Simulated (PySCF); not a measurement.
System: C₂H₄BO₂, net charge 0, doublet state. It need not be the lowest isomer of its formula. 
Coordinates optimised at B3LYP-D3(BJ)/def2-TZVP (Ansatz):
```xyz
9

C     -2.0121     0.2243     0.5627
C     -0.9885    -0.5414     0.2911
B      0.4279    -0.0281    -0.1201
O      0.6526     1.3183    -0.2139
O      1.3772    -0.9881    -0.3663
H     -3.0463     0.1176     0.8569
H     -1.1177    -1.6288     0.3521
H      1.5415     1.5804    -0.4706
H      2.2481    -0.6676    -0.6193
```
Charge 0, spin multiplicity 2.

Dispersion corrections to the total energy (kcal/mol) from the dftd3 and dftd4 libraries through PySCF: D3(BJ) without and D4 with the three-body term, each with the damping fitted for the functional named.

```csv
functional,D3(BJ),D4
CAM-B3LYP,-2.54,-2.80
r2SCAN,-0.93,-0.83
PW6B95,-1.61,[?]
B2GP-PLYP,-2.00,[?]
PBE,-3.38,-3.37
TPSS,-4.22,-4.57
BHLYP,-4.48,[?]
```

Q: Complete the blanks.

A: 
- PW6B95, D4: -2.97
- B2GP-PLYP, D4: -1.40
- BHLYP, D4: -3.79
